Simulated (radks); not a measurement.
Spherical jellium clusters: N electrons in a uniform positive sphere of charge N and radius rs N^(1/3), rs = 2.78 bohr. Method: non-relativistic Kohn-Sham, LDA (Slater exchange, Perdew-Wang correlation), spin-polarised, spherical densities; computed with a radial shooting solver with Libxc functionals. Levels are named by radial order and angular momentum (1s, 1p, 1d, 2s, ...), and open shells are averaged over m.

N = 28, configuration 1s2 1p6 1d10 2s2 1f(up 7, down 1). This is the lowest configuration that the search found. Occupied and some empty levels:

level    occupation  eigenvalue (eV)  <r> (bohr)
1s up             1          -8.5107       4.994
1s down           1          -8.2411       4.768
1p up             3          -7.0997       6.045
1p down           3          -6.6968       5.932
1d up             5          -5.3956       6.788
1d down           5          -4.9289       6.759
2s up             1          -4.7659       5.733
2s down           1          -4.4977       5.867
1f up             7          -3.4563       7.457
1f down           1          -2.9753       7.505
2p up             0          -2.6351       7.102
2p down           0          -2.3857       7.223
1g up             0          -1.3688       8.228
1g down           0         -0.92078       8.409
2d up             0         -0.83691       9.466
2d down           0         -0.63352       9.899

Energy (eV): total -40.0359, kinetic 95.890, external -2965.0, Hartree 1452.2, exchange-correlation -139.38, background 1516.3.

Electron density:

r (bohr)  n(r) (e/bohr^3)
0.276             0.01440
0.969             0.01353
1.66              0.01207
2.35              0.01064
3.05             0.009853
3.74             0.009991
4.43              0.01087
5.13              0.01186
5.82              0.01218
6.51              0.01124
7.20             0.009017
7.90             0.006164
8.59             0.003601
9.28             0.001872
9.98            0.0009056
10.7            0.0004179
11.4            0.0001879
12.1           0.00008293
12.8           0.00003569
13.4           0.00001546
